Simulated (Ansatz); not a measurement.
The first iterations of a band of CH5AlBNO (10 atoms, charge 0, multiplicity 1).

Theory: RKS PBE/6-31G* in Ansatz 0.2.0.

```yaml
movable_images: 6
climbing_image: no
spring: 5.0 eV/Å²
optimiser: quadratic models (default)
start_path: through a guess of the saddle point
force_threshold: 0.03 eV/Å
iteration_limit: 60
end_points: relaxed
```

Image 0:

```xyz
10
Properties=species:S:1:pos:R:3
N -1.768 -1.679 0.294
B -0.398 -1.443 0.454
Al 0.536 0.412 0.016
C 1.430 2.105 -0.283
O 1.301 1.148 -1.398
H -2.197 -2.575 0.529
H -2.440 -1.010 -0.078
H 0.262 -2.350 0.906
H 0.883 3.049 -0.450
H 2.476 2.293 0.013
```

Image 7:

```xyz
10
Properties=species:S:1:pos:R:3
N -0.862 -0.663 -0.161
B -0.666 -0.828 1.264
Al 1.372 0.286 0.658
C 1.354 1.065 -1.199
O 0.844 2.004 -0.524
H -1.381 0.118 -0.560
H -0.669 -1.402 -0.837
H -0.260 -1.891 1.660
H -1.150 -0.003 1.998
H 1.502 1.262 -2.295
```

| iteration | highest image above the first end (eV) | largest band force component (eV/Å) |
| --- | --- | --- |
| 1 | 360.304 | 1941.826 |
| 2 | 113.009 | 495.837 |
| 3 | 65.192 | 280.951 |
| 4 | 37.312 | 139.093 |
| 5 | 18.223 | 57.259 |
| 6 | 10.532 | 29.700 |
| 7 | 7.843 | 17.940 |
| 8 | 7.263 | 10.223 |
| 9 | 5.911 | 4.914 |
| 10 | 5.154 | 3.522 |
| 11 | 4.380 | 1.690 |
| 12 | 4.033 | 1.138 |
| 13 | 3.794 | 0.945 |
| 14 | 3.452 | 0.663 |
| 15 | 3.212 | 1.305 |
| 16 | 3.110 | 0.754 |
| 17 | 3.051 | 0.401 |
| 18 | 3.010 | 0.498 |
| 19 | 2.993 | 0.530 |
| 20 | 2.980 | 0.537 |

Problem. Does the band converge within its limit, and where does its top end?

Solution. The run ended unconverged. It ended after 60 iterations with the highest image 0.699 eV above the first end. The band didn't meet its force threshold, so its energies are provisional: the largest band force was still 0.19 eV/Å, and over the last iterations the top stayed at 0.70 eV. Neighbouring images lie up to 3.7 Å apart, so the band is torn or far too coarse. Inner images lie below an end point, which means an intermediate or an end that isn't the lowest structure nearby. The orbitals stay closed-shell, which can raise the energy where a bond breaks towards radicals; this wasn't checked here.

Run time: 3.4 min on 2 threads of AMD EPYC 9R45 (Zen 5), with other jobs on the host, peak memory 0.15 GiB.
